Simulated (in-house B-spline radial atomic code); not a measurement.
# Ionising Hg³⁺ with different functionals

Computed with an all-electron radial atomic-structure program (B-spline basis): four-component Dirac-Coulomb Hamiltonian, Fermi nucleus of rms radius 5.4648 fm, spin-restricted, spherical fractional occupations for the functionals. The ionisation energy is the difference of two self-consistent energies, [Xe] 4f14 5d9 → [Xe] 4f14 5d8, without Breit or QED terms; ε is the level of the shell that loses the electron (mean over j). The electron is taken from both j subshells in proportion to 2j + 1, so the result is a j average, not the step between ground levels.

Hybrids are left out here: with spherical fractional occupations of an open shell their exact exchange keeps a self-interaction that integer-occupation calculations don't have.

```tsv
method	rung	ΔSCF (eV)	-ε(5d) (eV)
LDA VWN5	LDA	50.04	42.76
relativistic LDA	LDA	50.05	42.77
LDA PW92	LDA	50.03	42.75
LDA exchange-only	LDA	48.36	41.12
PBE	GGA	49.74	42.46
PBEsol	GGA	49.77	42.49
BLYP	GGA	49.59	42.32
RPBE	GGA	49.67	42.38
PW91	GGA	49.83	42.54
BP86	GGA	49.84	42.57
AM05	GGA	49.78	42.49
OLYP	GGA	49.90	42.58
```

How do they compare with the NIST value?

NIST lists 48.5 eV ± 0.15 (measured, ground level to ground level). Errors run from -0.19 to +1.50 eV. The correlated functionals all miss on the same side by more than they spread, so the cause is common to them (Breit-QED terms, spin polarisation, the choice among j levels, multiplet and fine-structure energies, or a listed next ion that isn't the cheapest removal here) and closeness doesn't rank the functionals.
